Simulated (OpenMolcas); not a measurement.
Nb2+: moving or changing the point charges

Nb2+ among 2 point charges of -1.5 e arranged as a linear pair (D∞h), 2.09 Å from the ion.
```
   0.0000    0.0000    2.0900  -1.50
   0.0000    0.0000   -2.0900  -1.50
```

- Program: OpenMolcas 26.06
- Method: CASSCF
- Basis: ANO-RCC-VDZP [6s5p3d1f]
- Scalar Hamiltonian: DKH2, point nucleus
- Active space: 3 electrons in 5 orbitals (4d)
- State averaging: 2S+1 = 4 even, 10 roots; 2S+1 = 2 even, 40 roots
- Spin-orbit coupling: state interaction with AMFI integrals over the reference wave functions

Runs around this geometry, states (labels by Λ). Energies in cm-1 above the lowest state or level, χT in cm3 K/mol.

| R (Å) | q (e) | Ground state | First state of that spin | First gap with spin-orbit (degeneracies) | χT at 300 K | First state of another spin |
| --- | --- | --- | --- | --- | --- | --- |
| 2.09 | -1.2 | 4Σ | 4Π 1584 | 186.5 (2, 2) | 1.114 | 2Δ 9183 |
| 2.09 | -1.5 | 4Σ | 4Π 4213 | 89.7 (2, 2) | 1.575 | 2Δ 9376 |
| 2.24 | -1.5 | 4Σ | 4Π 2473 | 138.3 (2, 2) | 1.329 | 2Δ 9437 |

Taking the first state of the same spin as R^-n, n = -ln(2473 / 4213) / ln(2.24 / 2.09) = 7.7 between the shortest and longest distance.

Scaling the charges by -1.2 / -1.5 = 0.80 scales the first state of the same spin by 1584 / 4213 = 0.38; with fixed orbitals a first-order splitting would follow the charge.

Without dynamic correlation the repulsion within the d shell is too large (B by tens of per cent), so at a given field states of lower spin stand too high. This is an electrostatic model: the charges have no orbitals. No measured value stands beside these numbers.
